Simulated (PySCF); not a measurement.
Br$_{2}$ClGa (SMILES [Cl][Ga]([Br])[Br]), singlet, geometry from GFN2-xTB (such geometries of metal compounds can be far from the true shape); CASSCF(2,2)/STO-3G run with PySCF.

PySCF was given this input:
```python
from pyscf import gto, scf, mcscf
import numpy

mol = gto.M(
    atom='''
Ga    0.401397   -0.029996   -0.102649
Cl    2.412592   -0.180288   -0.616973
Br   -0.448413   -1.060798    1.754750
Br   -1.078941    1.174934   -1.364159
''',
    basis='sto-3g',
    charge=0,
    spin=0,
    verbose=4,
)

mf = scf.RHF(mol)
mf.kernel()
mc = mcscf.CASSCF(mf, 2, 2)
mc.fix_spin_(ss=0.0)
mc.kernel()
occ = numpy.linalg.eigvalsh(mc.fcisolver.make_rdm1(mc.ci, mc.ncas, mc.nelecas))[::-1]
ss = mc.fcisolver.spin_square(mc.ci, mc.ncas, mc.nelecas)[0]
print('natural occupations', occ.round(4), ' <S^2>', round(ss, 4))
```

Problem. Write the output that PySCF gives for this input, abridged.

Solution. 
```
PySCF version 2.14.0

[INPUT] verbose = 4
[INPUT] num. atoms = 4
[INPUT] num. electrons = 118
[INPUT] charge = 0
[INPUT] spin (= nelec alpha-beta = 2S) = 0
[INPUT] symmetry False subgroup None
[INPUT] Mole.unit = angstrom
[INPUT] Symbol           X                Y                Z      unit          X                Y                Z       unit  Magmom
[...]
nuclear repulsion = 967.4632558951
number of shells = 29
number of NR pGTOs = 189
number of NR cGTOs = 63
basis = sto-3g
ecp = {}

******** <class 'pyscf.scf.hf.RHF'> ********
method = RHF
initial guess = minao
damping factor = 0
level_shift factor = 0
DIIS = <class 'pyscf.scf.diis.CDIIS'>
diis_start_cycle = 1
diis_space = 8
diis_damp = 0
SCF conv_tol = 1e-09
SCF conv_tol_grad = None
SCF max_cycles = 50
direct_scf = True
direct_scf_tol = 1e-13
Set gradient conv threshold to 3.16228e-05
Initial guess from minao.
init E= -7434.72937196967
[...]
cycle= 1 E= -7444.93222323586  delta_E= -10.2  |g|= 0.352  |ddm|=  2.6
[...]
cycle= 2 E= -7444.99103649167  delta_E= -0.0588  |g|= 0.0753  |ddm|= 0.811
[...]
cycle= 3 E= -7444.99717987511  delta_E= -0.00614  |g|= 0.0322  |ddm|= 0.294
[...]
cycle= 4 E= -7444.99798080624  delta_E= -0.000801  |g|= 0.00705  |ddm|= 0.115
[...]
cycle= 5 E= -7444.99804067859  delta_E= -5.99e-05  |g|= 0.00289  |ddm|= 0.0352
[...]
cycle= 6 E= -7444.99805325221  delta_E= -1.26e-05  |g|= 0.00103  |ddm|= 0.0164
[...]
cycle= 7 E= -7444.99805536609  delta_E= -2.11e-06  |g|= 0.000177  |ddm|= 0.00967
[...]
cycle= 8 E= -7444.99805540575  delta_E= -3.97e-08  |g|= 6.26e-05  |ddm|= 0.000907
[...]
cycle= 9 E= -7444.99805541293  delta_E= -7.19e-09  |g|= 2.91e-05  |ddm|= 0.000399
[...]
cycle= 10 E= -7444.99805541505  delta_E= -2.11e-09  |g|= 8.29e-06  |ddm|= 0.000264
[...]
cycle= 11 E= -7444.99805541514  delta_E= -9.82e-11  |g|= 2.61e-06  |ddm|= 6.37e-05
[...]
Extra cycle  E= -7444.99805541519  delta_E= -4.18e-11  |g|= 1.72e-06  |ddm|= 7.85e-06
converged SCF energy = -7444.99805541519

******** <class 'pyscf.mcscf.mc1step.CASSCF'> ********
CAS (1e+1e, 2o), ncore = 58, nvir = 3
max_cycle_macro = 50
max_cycle_micro = 4
conv_tol = 1e-07
conv_tol_grad = None
orbital rotation max_stepsize = 0.02
orbital rotation threshold for CI restart = 0.01
augmented hessian ah_max_cycle = 30
augmented hessian ah_conv_tol = 1e-12
augmented hessian ah_linear dependence = 1e-14
augmented hessian ah_level shift = 1e-08
augmented hessian ah_start_tol = 2.5
augmented hessian ah_start_cycle = 3
augmented hessian ah_grad_trust_region = 3
kf_trust_region = 3
kf_interval = 4
ci_response_space = 4
ci_grad_trust_region = 3
with_dep4 0
natorb = False
canonicalization = True
sorting_mo_energy = False
ao2mo_level = 2
internal_rotation = False
******** <class 'pyscf.fci.addons.SpinPenaltyFCISolver'> ********
max. cycles = 50
conv_tol = 1e-08
davidson only = True
linear dependence = 1e-12
level shift = 0.001
max iter space = 12
nroots = 1
pspace_size = 400
spin = None
CASCI E = -7444.99806342383  S^2 = 0.0000000
Set conv_tol_grad to 0.000316228
macro iter   1 (  6 JK    1 micro), CASSCF E = -7444.99806641731  dE = -2.99348358e-06  S^2 = 0.0000000
               |grad[o]|=3.73e-05  |grad[c]|=0.00666  |ddm|=1.31e-05  |maxRot[o]|=0.0775
macro iter   2 (  6 JK    1 micro), CASSCF E = -7444.99807082950  dE = -4.41218617e-06  S^2 = 0.0000000
               |grad[o]|=6.2e-05  |grad[c]|=0.00432  |ddm|=2.08e-05  |maxRot[o]|=0.0799
macro iter   3 (  6 JK    1 micro), CASSCF E = -7444.99807592381  dE = -5.09430993e-06  S^2 = 0.0000000
               |grad[o]|=6.78e-05  |grad[c]|=0.00294  |ddm|=2.39e-05  |maxRot[o]|=0.0799
macro iter   4 (  6 JK    1 micro), CASSCF E = -7444.99807921021  dE = -3.28639544e-06  S^2 = 0.0000000
               |grad[o]|=7.25e-05  |grad[c]|=0.00106  |ddm|=3.9e-05  |maxRot[o]|=0.0695
macro iter   5 (  7 JK    2 micro), CASSCF E = -7444.99808411102  dE = -4.90081584e-06  S^2 = 0.0000000
               |grad[o]|=8.41e-05  |grad[c]|=0.00199  |ddm|=0.000252  |maxRot[o]|=0.0699
[...]
macro iter  17 ( 21 JK    4 micro), CASSCF E = -7445.00387429048  dE = -1.87494813e-03  S^2 = 0.0000000
               |grad[o]|=0.0323  |grad[c]|=0.00709  |ddm|=0.0207  |maxRot[o]|= 0.17
macro iter  18 ( 21 JK    4 micro), CASSCF E = -7445.00608504346  dE = -2.21075298e-03  S^2 = 0.0000000
               |grad[o]|=0.0406  |grad[c]|=0.0493  |ddm|=0.0296  |maxRot[o]|=0.283
macro iter  19 ( 21 JK    4 micro), CASSCF E = -7445.00739293472  dE = -1.30789125e-03  S^2 = 0.0000000
               |grad[o]|=0.0354  |grad[c]|=0.0154  |ddm|=0.00878  |maxRot[o]|=0.186
macro iter  20 ( 21 JK    4 micro), CASSCF E = -7445.00776829412  dE = -3.75359406e-04  S^2 = 0.0000000
               |grad[o]|=0.0146  |grad[c]|=0.0173  |ddm|=0.0144  |maxRot[o]|=0.072
macro iter  21 ( 21 JK    4 micro), CASSCF E = -7445.00787373667  dE = -1.05442541e-04  S^2 = 0.0000000
               |grad[o]|=0.0111  |grad[c]|=0.00749  |ddm|=0.0131  |maxRot[o]|=0.0504
macro iter  22 (  7 JK    2 micro), CASSCF E = -7445.00815441723  dE = -2.80680561e-04  S^2 = 0.0000000
               |grad[o]|=0.00537  |grad[c]|=0.0125  |ddm|=0.0259  |maxRot[o]|=0.0699
macro iter  23 ( 16 JK    4 micro), CASSCF E = -7445.00791802589  dE =  2.36391338e-04  S^2 = 0.0000000
               |grad[o]|=0.00108  |grad[c]|=0.00216  |ddm|=0.00235  |maxRot[o]|=0.0999
macro iter  24 ( 20 JK    4 micro), CASSCF E = -7445.00808218485  dE = -1.64158966e-04  S^2 = 0.0000000
               |grad[o]|=0.005  |grad[c]|=0.00236  |ddm|=0.00195  |maxRot[o]|=0.0459
macro iter  25 (  7 JK    2 micro), CASSCF E = -7445.00814946235  dE = -6.72774913e-05  S^2 = 0.0000000
               |grad[o]|=0.00162  |grad[c]|=0.0024  |ddm|=0.0111  |maxRot[o]|=0.0383
macro iter  26 ( 15 JK    4 micro), CASSCF E = -7445.00816587020  dE = -1.64078574e-05  S^2 = 0.0000000
               |grad[o]|=0.00111  |grad[c]|=0.000876  |ddm|=0.000981  |maxRot[o]|=0.0183
macro iter  27 ( 14 JK    4 micro), CASSCF E = -7445.00815115171  dE =  1.47184955e-05  S^2 = 0.0000000
               |grad[o]|=0.00125  |grad[c]|=0.000795  |ddm|=0.00846  |maxRot[o]|=0.0213
macro iter  28 ( 21 JK    4 micro), CASSCF E = -7445.00815654643  dE = -5.39471876e-06  S^2 = 0.0000000
               |grad[o]|=0.00126  |grad[c]|=0.00168  |ddm|=0.0039  |maxRot[o]|=0.00766
macro iter  29 ( 13 JK    4 micro), CASSCF E = -7445.00817210191  dE = -1.55554881e-05  S^2 = 0.0000000
               |grad[o]|=0.00115  |grad[c]|=0.000474  |ddm|=0.000695  |maxRot[o]|=0.0188
macro iter  30 ( 12 JK    4 micro), CASSCF E = -7445.00817169680  dE =  4.05112587e-07  S^2 = 0.0000000
               |grad[o]|=0.000472  |grad[c]|=0.00062  |ddm|=0.00493  |maxRot[o]|=0.00533
macro iter  31 ( 17 JK    4 micro), CASSCF E = -7445.00817178914  dE = -9.23382686e-08  S^2 = 0.0000000
               |grad[o]|=0.000494  |grad[c]|=0.000671  |ddm|=0.0024  |maxRot[o]|=0.000717
macro iter  32 ( 11 JK    2 micro), CASSCF E = -7445.00817661488  dE = -4.82573887e-06  S^2 = 0.0000000
               |grad[o]|=0.00058  |grad[c]|=0.000278  |ddm|=0.00181  |maxRot[o]|=0.0103
macro iter  33 ( 11 JK    4 micro), CASSCF E = -7445.00817766421  dE = -1.04933224e-06  S^2 = 0.0000000
               |grad[o]|=0.00017  |grad[c]|=0.000133  |ddm|=0.00211  |maxRot[o]|=0.00543
macro iter  34 (  6 JK    1 micro), CASSCF E = -7445.00817796614  dE = -3.01928594e-07  S^2 = 0.0000000
               |grad[o]|=7.1e-05  |grad[c]|=0.000152  |ddm|=0.000606  |maxRot[o]|=0.00319
macro iter  35 (  4 JK    1 micro), CASSCF E = -7445.00817801789  dE = -5.17502485e-08  S^2 = 0.0000000
               |grad[o]|=0.000167  |grad[c]|=9.18e-05  |ddm|=0.000373  |maxRot[o]|=0.000612
1-step CASSCF converged in  35 macro (453 JK 102 micro) steps
CASSCF canonicalization
Density matrix diagonal elements [1.95964018 0.04035982]
CASSCF energy = -7445.00817801789
CASCI E = -7445.00817801789  E(CI) = -1.67675081090601  S^2 = 0.0000000
natural occupations [1.9698 0.0302]  <S^2> 0.0
```
